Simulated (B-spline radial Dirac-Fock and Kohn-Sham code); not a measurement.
## Dipole and non-dipole photoemission parameters of S⁺ 2p3/2

System: S⁺ in the configuration [Ne] 3s2 3p3; threshold 183.2 eV (orbital energy of the model). Level of theory: Dirac-Hartree-Slater photoionisation with a Latter tail; cross sections with all multipoles, angular parameters from the dipole term and its interference with E2; a radial B-spline solver.

```
hν (eV)   σ (kb)      β       γ      δ
    194     2710  0.660  -0.047  0.008
    200     2540  0.773  -0.047  0.008
    210     2380  0.921  -0.044  0.010
    280        ?      ?       ?      ?
    386      702  1.472   0.106  0.015
    400      641  1.477   0.117  0.016
    404      625  1.478   0.121  0.016
    634      189  1.452   0.274  0.022
    800     98.2  1.396   0.356  0.027
   1710     9.72  1.098   0.618  0.061
   1770     8.70  1.082   0.630  0.063
   1810     8.10  1.071   0.637  0.065
   1990     5.96  1.026   0.667  0.071
   2000     5.87  1.024   0.669  0.072
 2984.4     1.55  0.829   0.788  0.109
   3880    0.628  0.705   0.859  0.140
   4000    0.565  0.690   0.867  0.144
   5360    0.200  0.561   0.937  0.187
   6170    0.121  0.504   0.970  0.211
  12000   0.0102  0.274   1.135  0.350
  12100  0.00989  0.272   1.137  0.352
  13100  0.00731  0.248   1.158  0.372
  13800  0.00599  0.232   1.171  0.386
```

Question: Give the values at 280 eV.

Answer: σ = 1480 kb, β = 1.346, γ = 0.016, δ = 0.013.

Values without a named source are computed, but for edge energies of neutral atoms, which are taken from tables.
